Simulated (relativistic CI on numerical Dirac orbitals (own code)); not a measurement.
**What each ingredient does to the levels of Te24+**

Base calculation: Dirac-Coulomb-Breit CI, separate exchange-only KLI orbitals for each configuration, a model potential for QED, unscaled Slater integrals.

CI space (outside the closed core [Ne]): 3s2 3p6 3d10, 3s2 3p6 3d9 4s, 3s2 3p6 3d9 4p, 3s2 3p6 3d9 4d, 3s2 3p6 3d9 4f, 3s2 3p5 3d10 4s, 3s2 3p6 3d8 4s2, 3s2 3p5 3d10 4p, 3s2 3p6 3d8 4s 4p, 3s2 3p6 3d9 5s, 3s2 3p6 3d8 4p2, 3s2 3p6 3d9 5p, 3s2 3p6 3d8 4s 4d, 3s2 3p5 3d10 4d, 3s 3p6 3d10 4s, 3s2 3p6 3d9 5d. Levels of other configurations are missing.

Variants: (1) QED terms removed; (2) non-relativistic limit. Shifts of the energy above 3s2 3p6 3d10 1S_0, in eV, for the lowest level and the first level of each name with at least 55 % of one term (blank where a level changes its place among those of its configuration and J or its character, or is not in the variant):

| Level | Base | Δ(1) | Δ(2) |
| --- | --- | --- | --- |
| 3s2 3p6 3d10 1S_0 | 0.000 | 0.000 | 0.000 |
| 3s2 3p6 3d9 4s 3D_3 | 515.013 | -0.335 | +30.113 |
| 3s2 3p6 3d9 4s 3D_1 | 526.040 | -0.367 | +19.086 |
| 3s2 3p6 3d9 4p 3P°_2 | 563.735 | -0.032 | +24.769 |
| 3s2 3p6 3d9 4p 3F°_2 | 575.008 | -0.063 | +15.655 |
| 3s2 3p6 3d9 4p 3F°_4 | 578.917 | -0.058 | +11.746 |
| 3s2 3p6 3d9 4p 1D°_2 | 580.475 | -0.058 |  |
| 3s2 3p6 3d9 4p 1P°_1 | 581.056 | -0.060 |  |
| 3s2 3p6 3d9 4p 3D°_3 | 581.894 | -0.058 |  |
| 3s2 3p6 3d9 4p 3P°_0 | 587.876 | -0.091 | +0.627 |
| 3s2 3p6 3d9 4p 3D°_1 | 591.103 | -0.089 |  |
| 3s2 3p6 3d9 4p 3D°_2 | 592.497 | -0.090 |  |
| 3s2 3p6 3d9 4d 3S_1 | 655.130 | -0.026 | +7.652 |
| 3s2 3p6 3d9 4d 3G_4 | 658.877 | -0.024 | +9.697 |
| 3s2 3p6 3d9 4d 3G_5 | 661.135 | -0.032 | +7.440 |
| 3s2 3p6 3d9 4d 3F_4 | 664.185 | -0.032 |  |
| 3s2 3p6 3d9 4d 3P_0 | 665.738 | -0.044 | +2.986 |
| 3s2 3p6 3d9 4d 3G_3 | 669.717 | -0.055 |  |
| 3s2 3p6 3d9 4d 3F_2 | 672.755 | -0.055 | -0.789 |
| 3s2 3p6 3d9 4d 1S_0 | 699.660 | -0.042 | +3.037 |
| 3s2 3p6 3d9 4f 3P°_0 | 741.433 | -0.032 | +7.838 |
| 3s2 3p6 3d9 4f 3P°_1 | 742.395 | -0.034 | +6.876 |

At this charge energies of transitions that change n are usually good to better than 1 %, and those within a shell (Δn = 0) to a few per cent.

Ionisation energy from the two ground configurations alone: base 1304.54 eV. The NIST ASD value (theoretical) is 1304 eV.

LS names give the leading component of a level, which can be under half, so a name can repeat, a term be missing and a line seem to break the LS rules.
